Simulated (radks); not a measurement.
Sr II, 37 electrons, occupied as [Kr] 5s1 (the NIST ground configuration).

Method: non-relativistic Kohn-Sham, PBE, spin-unpolarised, spherical densities, point nucleus; relativity is left out, which matters for an element this heavy; computed with a radial shooting solver on a logarithmic mesh with Libxc functionals.

Energy parts (eV):
total: -85246.074
kinetic: 85201.460
electron-nucleus: -203028.729
Hartree: 35388.334
exchange-correlation: -2807.139

Orbitals (lengths in bohr, moments of r in powers of bohr; <r^-3> diverges for s and p1/2):
orbital	occ.	eigenvalue (eV)	<r^-3>	<1/r>	<r>	<r^2>
1s	2	-15618.38	-	37.49	0.04018	0.002162
2s	2	-2090.410	-	8.375	0.1770	0.03686
2p	6	-1905.059	1660	8.361	0.1523	0.02829
3s	2	-327.6549	-	2.828	0.5034	0.2907
3p	6	-259.8232	254.1	2.726	0.5033	0.2955
3d	10	-137.0848	35.17	2.511	0.4968	0.3005
4s	2	-45.8385	-	0.9674	1.382	2.171
4p	6	-29.1462	28.58	0.8447	1.568	2.829
5s	1	-8.2249	-	0.3216	3.957	17.65

The highest occupied level is 5s at -8.225 eV. For comparison, the ionisation energy in NIST's Atomic Spectra Database is 11.030 eV (measured). In exact Kohn-Sham theory the highest level is minus the ionisation energy, but local and semilocal functionals leave it too shallow, through self-interaction and a potential that decays too fast; potentials with the right tail come closer. The density falls to 0.001 e/bohr^3 at r = 4.49 bohr. Summed over all electrons, <r^2> = 44.57 bohr^2, which gives a Langevin (diamagnetic) susceptibility term of -35.3 x 10^-6 cm^3/mol.

Beside tabulated values, note that spin-unpolarised runs miss the spin-polarisation part of the exchange energy of open shells.
